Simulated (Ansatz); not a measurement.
Ansatz (a first-principles code) input (wB97X-V/def2-TZVPD):

Ansatz 0.2 input:
```yaml
crystal:
  periodic: [false, false, false]
  atoms:
    - {symbol: C, position_ang: [2.09129352, -0.09350460, -0.27235642]}
    - {symbol: C, position_ang: [0.91129865, -0.68934444, -0.28656983]}
    - {symbol: C, position_ang: [-0.36832194, 0.00740624, 0.04562219]}
    - {symbol: F, position_ang: [-0.20037978, 1.30364159, 0.36122145]}
    - {symbol: F, position_ang: [-0.98615861, -0.58419396, 1.09283457]}
    - {symbol: F, position_ang: [-1.23356610, -0.04449411, -0.99217626]}
    - {symbol: H, position_ang: [2.99134648, -0.63930378, -0.52043551]}
    - {symbol: H, position_ang: [2.19563578, 0.95162829, -0.01420764]}
    - {symbol: H, position_ang: [0.78833670, -1.73424936, -0.54245019]}
basis:
  gaussian:
    orbitals: def2-TZVPD
hamiltonian:
  xc: {name: wB97X-V}
magnetization: {spin_polarized: true, initial_magnetization: 2}
```

End of the output:

```
integrals: 0.25 GiB planned
1266 factors; their error is unknown
integrals: 0.29 GiB planned
405 factors; integrals over basis functions are off by at most 2.0e-5 eV
0.48 GiB of the device are held for the grids
1.73 GiB of device memory are held for the factors and their scratch space
mean field: 2.04 GiB planned
mean field evaluation 1: about -11302.6601 eV, gradient 3.4e1 eV
mean field evaluation 2: about -11304.1259 eV, gradient 3.1e1 eV
mean field evaluation 4: about -11306.8294 eV, gradient 1.5e0 eV
mean field evaluation 8: about -11306.8535 eV, gradient 4.4e-2 eV
mean field evaluation 16: about -11306.8480 eV, gradient 1.9e-4 eV
mean field -11306.84796091 eV, -415.5189985066 hartree, gradient 5.7e-5 eV, S^2 2.005500; 0 other end points of the search recorded, 0 dependent functions left out
reference -11306.84795906 eV, -415.5189984386 hartree; 25, 23 occupied and 233, 235 virtual orbitals, 1266 factors
Total energy: -11306.84795906 eV, -415.5189984386 hartree
```

This state (charge 0, triplet) is run at the relaxed geometry of the species with charge 0 and multiplicity 1, and is a spin state other than that species' own.
